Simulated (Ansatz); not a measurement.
Basis sets compared for CrF₃. Total charge 0; quartet. Geometry r2SCAN-D4/def2-TZVP. Ansatz on 4 threads of Arm Neoverse V1 on a shared host; times are rough, and most runs start from earlier orbitals.

Cartesian coordinates in Å:
```
Cr 0.0056 0.0078 -0.0015
F -1.0443 0.9360 1.0049
F 1.3376 -0.8412 0.6927
F -0.2989 -0.1026 -1.6961
```

Binding counts from free atoms (Cr septet, F doublet) in the same basis, without a counterpoise term.

```csv
level,functions,energy (Eh),HOMO (eV),LUMO (eV),binding per atom (eV),wall time
PBE-D4/def2-SVP,73,-1343.2495,-6.25,-4.61,3.98,1 s
PBE-D4/def2-TZVP,138,-1343.7817,-6.48,-4.87,3.92,1.6 s
r2SCAN-D4/def2-TZVP,138,-1344.1377,-7.17,-5.08,3.68,3.9 s
PBE0-D4/def2-SVP,73,-1343.2391,-9.21,-3.88,3.48,1.4 s
PBE0-D4/def2-TZVP (with forces),138,-1343.7706,-9.26,-3.84,3.51,3.5 s
```

Task: Estimate the rows for PBE-D4/def2-TZVPD, r2SCAN-D4/def2-TZVPD, PBE0-D4/def2-TZVPD.

Result: 
| level | functions | energy (Eh) | HOMO (eV) | LUMO (eV) | binding per atom (eV) | wall time |
| --- | --- | --- | --- | --- | --- | --- |
| PBE-D4/def2-TZVPD | 168 | -1343.7866 | -6.48 | -4.88 | 3.92 | 2.3 s |
| r2SCAN-D4/def2-TZVPD | 168 | -1344.1427 | -7.13 | -5.05 | 3.70 | 4.6 s |
| PBE0-D4/def2-TZVPD | 168 | -1343.7759 | -9.23 | -3.82 | 3.53 | 3.5 s |
